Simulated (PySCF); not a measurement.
## Ionisation energy of Ar⁶⁺ by level of theory

Ar⁶⁺ [Ne] 3s2 (1S) → Ar⁷⁺ [Ne] 3s1 (2S), as a difference of total energies. All numbers are calculated (PySCF 2.14, scalar relativity by spin-free X2C-1e, in an even-tempered Gaussian basis (19 s from 0.25 bohr⁻², ratio 2.5; 12 p from 0.33 bohr⁻², ratio 2.5; 5 d from 1.6 bohr⁻², ratio 2.7; 5 f from 2.3 bohr⁻², ratio 2.7)). Correlated levels: outer shells: 1s2 frozen; virtual orbitals above 40 to 60 times the deepest correlated orbital energy dropped. The calculations carry no spin-orbit coupling.

| method | ionisation energy (eV) |
| --- | --- |
| UHF | 122.28 |
| LDA | 124.39 |
| PBE | 124.31 |
| PBE0 | 124.05 |
| r2SCAN | 123.25 |
| MN15 | 123.37 |
| PW91 | 124.43 |
| MP2 (outer shells) | 123.93 |
| SCS-MP2 (outer shells) | 124.09 |

**Question.** How much does correlation contribute at MP2 (outer shells)?

**Answer.** 123.93 − (122.28) = 1.65 eV, measured against UHF.

For comparison: 124.41 ± 0.06 eV (semi-empirical (NIST evaluation); NIST Atomic Spectra Database, ionization energies).
